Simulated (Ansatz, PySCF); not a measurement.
System: Al₂O, singlet: symmetric bend, bond length relaxed. Scanned: Al-O-Al angle. Other coordinates (O-Al bond length) were minimised at B3LYP/def2-TZVP.

Levels: PBE/def2-TZVP, density fitting (PySCF); PBE0/def2-TZVP, density fitting (PySCF); CCSD(T)/aug-cc-pVQZ = Ansatz (a quantum-chemistry and plane-wave program) with CCSD(T) on RHF/aug-cc-pVQZ, frozen core.

Energies relative to the lowest point of each profile, in kcal/mol; the last columns give the difference from CCSD(T):

```
a / °   PBE  PBE0  CCSD(T)/aug-cc-pVQZ  PBE − CCSD(T)/aug-cc-pVQZ  PBE0 − CCSD(T)/aug-cc-pVQZ
-----  ----  ----  -------------------  -------------------------  --------------------------
180     0.0   0.0                  0.0                        0.0                         0.0
167     0.2   0.2                  0.2                        0.0                         0.0
157     0.6   0.7                  0.6                        0.0                         0.1
147     1.3   1.5                  1.4                        0.0                         0.1
137     2.5   2.8                  2.6                       -0.1                         0.2
127     4.2   4.7                  4.6                       -0.3                         0.1
117     6.7   7.5                  7.5                       -0.7                         0.0
107    10.4  11.6                 11.9                       -1.5                        -0.3
97     15.6  17.5                 18.6                       -3.0                        -1.1
87     23.8  27.1                 29.2                       -5.3                        -2.1
80     33.0  37.5                 40.3                       -7.3                        -2.8
```

PBE is furthest from CCSD(T)/aug-cc-pVQZ at 80 (-7.3 kcal/mol, below); its mean absolute difference over the points is 1.7 kcal/mol.

PBE0 is furthest from CCSD(T)/aug-cc-pVQZ at 80 (-2.8 kcal/mol, below); its mean absolute difference over the points is 0.6 kcal/mol.
